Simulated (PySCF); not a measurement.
## Ionisation energy of Se by level of theory

Se [Ar] 3d10 4s2 4p4 (3P) → Se⁺ [Ar] 3d10 4s2 4p3 (4S), as a difference of total energies. Computed with PySCF 2.14 in cc-pVDZ-PP with ECP10MDF (4s3p2d, 23 functions), with a scalar-relativistic core potential. Correlated levels: valence: 3s2 3p6 3d10 frozen. The calculations carry no spin-orbit coupling.

```json
{"method": "UHF", "ionisation energy (eV)": "8.504"}
{"method": "B3LYP", "ionisation energy (eV)": "9.727"}
{"method": "MN15", "ionisation energy (eV)": "9.321"}
{"method": "MP2 (valence)", "ionisation energy (eV)": "8.916"}
{"method": "SCS-MP2 (valence)", "ionisation energy (eV)": "8.933"}
{"method": "CCSD (valence)", "ionisation energy (eV)": "8.937"}
{"method": "CCSD(T) (valence)", "ionisation energy (eV)": "8.943"}
```

Errors of the correlated levels include the incompleteness of this basis and the frozen core.

Question: Which method comes closest to the reference value, and which is furthest?

Answer: The reference is 9.635 eV (measured; NIST levels, between the centres of gravity of the two terms). Closest: B3LYP (error 0.092 eV); furthest: UHF (error -1.131 eV).
